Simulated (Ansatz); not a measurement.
Geometry optimisation, RKS B3LYP/def2-SVP in Ansatz 0.2.0.

The input (input.yaml):

```yaml
crystal:
  periodic: [false, false, false]
  atoms:
    - { symbol: Ge, position_ang: [0.0, 0.0, 0.0] }
    - { symbol: H, position_ang: [0.9237, 0.0, 1.4863] }
    - { symbol: O, position_ang: [1.9022, 0.0, 0.5126] }
    - { symbol: H, position_ang: [2.2186, -0.9521, 0.3959] }
    - { symbol: Cl, position_ang: [-1.0456, 1.8115, -0.7393] }
    - { symbol: O, position_ang: [-0.8337, -1.4443, -0.5894] }
    - { symbol: H, position_ang: [-1.2883, -1.91, 0.183] }
basis:
  gaussian: { orbitals: def2-SVP }
hamiltonian:
  xc: b3lyp
relax:
  f_tol: 0.15
  max_steps: 25
  restrain:
    - { distance: [1, 2], at: 2.21, k: 30.0 }
    - { distance: [0, 1], at: 1.55, k: 30.0 }
    - { distance: [0, 2], at: 1.77, k: 30.0 }
```

Command:

```bash
$ ansatz run input.yaml --threads 2 --pin off --max-ram 3072MiB --backend cpu --events-out ev --progress --plain --runs-dir out
```

Question: Where does it end, and by what steps?

Answer: It converged. The restraints hold the end off the free minimum. After 13 steps the energy has fallen by 3.347 eV (the restraints' own energy left out); H4 moved furthest, 0.92 Å.

```tsv
step	energy less start (eV)	largest force component (eV/Å)	accepted
0	0.0000	3.476	yes
1	-1.0257	2.287	yes
2	-1.9639	1.992	yes
3	-2.8753	1.389	yes
4	-2.9762	1.337	yes
5	-2.9940	1.330	yes
6	-3.0170	1.327	yes
7	-3.0873	1.303	yes
8	-3.2041	1.201	yes
9	-3.2903	1.120	yes
10	-3.3316	1.168	yes
11	-3.3373	1.070	yes
12	-3.2532	2.095	no
13	-3.3468	1.054	yes
```

```xyz
7
Properties=species:S:1:pos:R:3
Ge 0.148 -0.130 0.489
H 0.338 0.262 1.951
O 1.898 -0.251 0.404
H 2.295 -0.548 -0.428
Cl -0.742 1.381 -0.798
O -0.620 -1.665 0.063
H -1.441 -1.544 -0.432
```

Run time: 26 s on 2 threads of Arm Neoverse V2 (shared host), peak memory 0.2 GiB.
